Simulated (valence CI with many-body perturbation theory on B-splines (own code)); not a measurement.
# Forbidden lines of Hg VIII

Level of theory: valence CI with perturbative core correlation (CI+MBPT): five valence electrons over a frozen Dirac-Fock core [Xe] 4f14, radial functions for each j: 7 s, 7 p, 8 d, 6 f, 4 g, 1 h, with the one-electron correlation potential Σ1, the two-electron term Σ2, the three-electron term Σ3, Breit, model QED; selected CI, second order for the rest, scaled by the run's own slope (own B-spline code, finite nucleus).

No measured spectrum was set against this ion. As an estimate, terms of the open shell hold to 2 to 4 % of their energy, and close levels can change places; different configurations can be misplaced against each other by 1,000 to 8,000 cm⁻¹. Core correlation moves these levels by up to 16000 cm⁻¹, and in measured spectra 5 to 20 % of such shifts remained as error; rates that hang on mixing are uncertain with them. Among the levels kept, up to 910 cm⁻¹ of a level comes from second order outside the variational space, and about a tenth of that is noise between levels of different J, which matters for small intervals. Only levels of the ground parity were solved; by the run's estimate the other parity begins above the list, which can be wrong where configurations are misplaced.

Lines 51 to 100 of 120 in falling wavelength, among levels below 229570 cm⁻¹, chosen from the decays that carry over 1 % of a level's rate. Wavelengths and rates use the calculated energies, so an error of 2000 cm⁻¹ moves a line at 498.0 nm by 10 % and its rate by three times that or more. Weak lines are less certain than strong ones. Lines between different terms over intervals too small for the method are left out, as are lines whose strength nearly cancels.

Names give the largest LS component (configuration and term), which can be under half, so a name can repeat, a term be missing and a line seem to break the LS rules; names also repeat where a configuration has a term twice. Letters in brackets count levels of one name in rising energy.

| λ vac (nm) | Upper | Lower | Type | A (s⁻¹) | Branch % |
| --- | --- | --- | --- | --- | --- |
| 498.0 | 5d⁵ ⁴F_5/2 | 5d⁵ ²D_5/2 [a] | M1 | 4.85e+01 | 15.9 |
| 494.3 | 5d⁵ ²F_5/2 [b] | 5d⁵ ²F_7/2 [a] | M1 | 2.48e+01 | 4.7 |
| 490.5 | 5d⁵ ²H_9/2 | 5d⁵ ⁴D_7/2 | M1 | 1.54e+01 | 5.4 |
| 463.6 | 5d⁵ ²S_1/2 | 5d⁵ ²D_3/2 [a] | M1 | 1.07e+01 | 3.8 |
| 453.2 | 5d⁵ ²I_13/2 | 5d⁵ ⁴G_11/2 | M1 | 1.51e+01 | 92.1 |
| 452.4 | 5d⁵ ²S_1/2 | 5d⁵ ⁴D_1/2 | M1 | 3.05e+00 | 1.1 |
| 452.1 | 5d⁵ ²G_9/2 [a] | 5d⁵ ⁴G_7/2 | M1 | 3.57e+01 | 48.7 |
| 451.3 | 5d⁵ ⁴F_5/2 | 5d⁵ ⁴D_7/2 | M1 | 3.92e+00 | 1.3 |
| 449.6 | 5d⁵ ²F_5/2 [a] | 5d⁵ ⁴G_5/2 [b] | M1 | 1.49e+02 | 65.1 |
| 448.3 | 5d⁵ ⁴F_3/2 | 5d⁵ ⁴D_3/2 | M1 | 1.65e+02 | 43.9 |
| 447.1 | 5d⁵ ²F_7/2 [b] | 5d⁵ ²F_7/2 [a] | M1 | 7.18e+00 | 3.3 |
| 416.5 | 5d⁵ ⁴F_7/2 | 5d⁵ ²G_9/2 [a] | M1 | 1.30e+02 | 33.0 |
| 413.1 | 5d⁵ ²D_5/2 [a] | 5d⁵ ⁴G_5/2 [a] | M1 | 8.86e+01 | 38.6 |
| 407.6 | 5d⁵ ²F_5/2 [b] | 5d⁵ ²D_5/2 [a] | M1 | 1.52e+02 | 28.7 |
| 406.1 | 5d⁵ ²H_11/2 | 5d⁵ ²I_13/2 | M1 | 5.17e+01 | 12.6 |
| 405.2 | 5d⁵ ²D_3/2 [b] | 5d⁵ ²D_5/2 [a] | M1 | 4.08e+01 | 30.2 |
| 400.1 | 5d⁵ ²G_9/2 [b] | 5d⁵ ²G_9/2 [a] | M1 | 2.96e+00 | 1.9 |
| 399.1 | 5d⁵ ²F_5/2 [a] | 5d⁵ ⁴D_3/2 | M1 | 2.01e+01 | 8.8 |
| 380.4 | 5d⁵ ²F_5/2 [a] | 5d⁵ ⁴G_7/2 | M1 | 3.19e+01 | 14.0 |
| 375.7 | 5d⁵ ²F_5/2 [b] | 5d⁵ ⁴D_7/2 | M1 | 7.87e+01 | 14.9 |
| 375.0 | 5d⁵ ²F_7/2 [b] | 5d⁵ ²D_5/2 [a] | M1 | 2.65e+01 | 12.0 |
| 365.1 | 5d⁵ ⁴F_7/2 | 5d⁵ ²F_7/2 [a] | M1 | 6.82e+01 | 17.3 |
| 354.1 | 5d⁵ ²G_9/2 [b] | 5d⁵ ²I_11/2 | M1 | 2.36e+01 | 15.2 |
| 351.8 | 5d⁵ ²H_9/2 | 5d⁵ ⁴G_9/2 | M1 | 1.45e+02 | 50.9 |
| 350.7 | 5d⁵ ²F_7/2 [a] | 5d⁵ ⁴G_5/2 [a] | M1 | 7.78e+00 | 12.1 |
| 348.1 | 5d⁵ ⁴G_7/2 | 5d⁵ ⁶S_5/2 | M1 | 1.87e+01 | 50.5 |
| 347.8 | 5d⁵ ²F_7/2 [b] | 5d⁵ ⁴D_7/2 | M1 | 6.56e+01 | 29.8 |
| 335.0 | 5d⁵ ²G_7/2 [a] | 5d⁵ ⁴G_9/2 | M1 | 3.35e+01 | 51.4 |
| 333.7 | 5d⁵ ⁴D_3/2 | 5d⁵ ⁶S_5/2 | M1 | 1.82e+02 | 93.1 |
| 333.1 | 5d⁵ ²H_11/2 | 5d⁵ ²I_11/2 | M1 | 2.35e+02 | 57.0 |
| 332.0 | 5d⁵ ²G_7/2 [a] | 5d⁵ ⁴G_5/2 [b] | M1 | 1.50e+00 | 2.3 |
| 328.3 | 5d⁵ ⁴F_5/2 | 5d⁵ ⁴G_5/2 [b] | M1 | 2.19e+01 | 7.2 |
| 327.5 | 5d⁵ ²H_9/2 | 5d⁵ ⁴G_11/2 | M1 | 5.30e+01 | 18.6 |
| 325.9 | 5d⁵ ²D_3/2 [a] | 5d⁵ ⁴G_5/2 [a] | M1 | 3.99e+00 | 5.5 |
| 315.5 | 5d⁵ ⁴F_7/2 | 5d⁵ ²D_5/2 [a] | M1 | 8.15e+00 | 2.1 |
| 311.4 | 5d⁵ ²D_3/2 [b] | 5d⁵ ⁴P_1/2 | M1 | 1.11e+01 | 8.2 |
| 305.4 | 5d⁵ ²H_9/2 | 5d⁵ ⁴G_7/2 | M1 | 5.60e+01 | 19.7 |
| 305.1 | 5d⁵ ⁴G_5/2 [b] | 5d⁵ ⁶S_5/2 | M1 | 3.99e+01 | 33.2 |
| 300.5 | 5d⁵ ⁴F_5/2 | 5d⁵ ⁴D_3/2 | M1 | 2.03e+01 | 6.6 |
| 300.2 | 5d⁵ ⁴F_3/2 | 5d⁵ ⁴G_5/2 [a] | M1 | 1.21e+02 | 32.3 |
| 296.1 | 5d⁵ ⁴F_7/2 | 5d⁵ ⁴D_7/2 | M1 | 6.34e+01 | 16.1 |
| 292.7 | 5d⁵ ²G_7/2 [a] | 5d⁵ ⁴G_7/2 | M1 | 9.41e-01 | 1.4 |
| 289.7 | 5d⁵ ⁴F_5/2 | 5d⁵ ⁴G_7/2 | M1 | 1.10e+02 | 36.1 |
| 287.7 | 5d⁵ ²G_9/2 [b] | 5d⁵ ⁴D_7/2 | M1 | 6.38e+01 | 41.2 |
| 286.4 | 5d⁵ ²F_5/2 [b] | 5d⁵ ⁴G_5/2 [b] | M1 | 1.61e+02 | 30.4 |
| 281.8 | 5d⁵ ²S_1/2 | 5d⁵ ⁴P_1/2 | M1 | 6.23e+01 | 22.2 |
| 277.3 | 5d⁵ ²F_5/2 [a] | 5d⁵ ⁴G_5/2 [a] | M1 | 8.63e+00 | 3.8 |
| 271.8 | 5d⁵ ²F_7/2 [b] | 5d⁵ ⁴G_9/2 | M1 | 9.24e+01 | 42.0 |
| 269.9 | 5d⁵ ²F_7/2 [b] | 5d⁵ ⁴G_5/2 [b] | M1 | 1.69e+01 | 7.7 |
| 265.0 | 5d⁵ ²F_5/2 [b] | 5d⁵ ⁴D_3/2 | M1 | 1.50e+01 | 2.8 |
